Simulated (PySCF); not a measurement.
Tautomers of Oc1cccc2ccccc12. Isolated molecules, 0 K electronic values unless said otherwise. One relaxed conformer stands for each flexible species; it need not be the lowest. Strings in code marks are SMILES.

Quantity: electronic energy of isomers of C10H8O relative to `Oc1cccc2ccccc12` (H–O–C–C torsion 180°), in kcal/mol.

Level 1: B3LYP-D3(BJ)/def2-TZVP // B3LYP-D3(BJ)/def2-SVP (PySCF)
Level 2: PBE-D3(BJ)/def2-TZVP // B3LYP-D3(BJ)/def2-SVP (PySCF)
Level 3: B3LYP/3-21G // B3LYP-D3(BJ)/def2-SVP (PySCF)
Level 4: frozen-core MP2/6-31G* // B3LYP-D3(BJ)/def2-SVP (PySCF)

| species | level 2 | level 3 | level 4 |
|---|---|---|---|
| `O=C1CC=Cc2ccccc21` | 8.27 | 2.67 | 3.70 |

Task: What does level 1 give for each?

Result: 
- `O=C1CC=Cc2ccccc21`: 7.50
